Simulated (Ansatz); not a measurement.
Stepwise reaction of `[Cl][GeH2][Cl]` with hydrogen sulfide, as a gas-phase model of exchange steps in deposition or etching. ΔE in kJ/mol; ΔG adds harmonic PBE0-D4 terms to CCSD(T)/CBS, at 1 bar.

Gas-phase electronic energies from Ansatz, PBE0-D4/def2-TZVP geometries. CCSD(T)/CBS is the MP2 limit (def2-TZVPP, def2-QZVPP) plus CCSD(T) − MP2 in def2-TZVPP, frozen cores. This one scheme is used for every species. DFT in def2-TZVPP. B3LYP here is the variant with VWN-RPA as its local correlation; programs differ in this. For Ge outer-core shells are correlated without core-valence functions, which leaves a few kJ/mol of doubt a bond. Scalar relativity is left out up to krypton. Each species was taken in one conformer, which may not be the lowest.

```
step                                             reaction  PBE-D4  B3LYP-D4  ωB97M-V  CCSD(T)/CBS  ΔG(400 K)
   1  `[Cl][GeH2][Cl]` + H₂S → `[SH][GeH]([Cl])[Cl]` + H₂   -34.7     -29.8    -26.9        -29.0      -25.6
```

**Question.** Give the row of step 2, `[SH][GeH]([Cl])[Cl]` + H₂S → `[SH][Ge]([SH])([Cl])[Cl]` + H₂. (An estimate is asked.)

**Answer.** The calculation gave: 
```
step                                                       reaction  PBE-D4  B3LYP-D4  ωB97M-V  CCSD(T)/CBS  ΔG(400 K)
   2  `[SH][GeH]([Cl])[Cl]` + H₂S → `[SH][Ge]([SH])([Cl])[Cl]` + H₂   -38.0     -33.5    -29.5        -31.1      -21.3
```

**Question.** By hand: ΔE of the 2 steps together at CCSD(T)/CBS.

**Answer.** (-29.0) + (-31.1) = -60.1 kJ/mol, or -30.1 kJ/mol a step.

In ΔE the steps differ by no more than 2.1 kJ/mol. All are downhill at CCSD(T)/CBS. ΔG lies between -25.6 and -21.3 kJ/mol a step. PBE-D4 differs from CCSD(T)/CBS by -6.9 to -5.7 kJ/mol a step. Isolated molecules leave out the surface, adducts and barriers. Largest T1 diagnostic: 0.010.
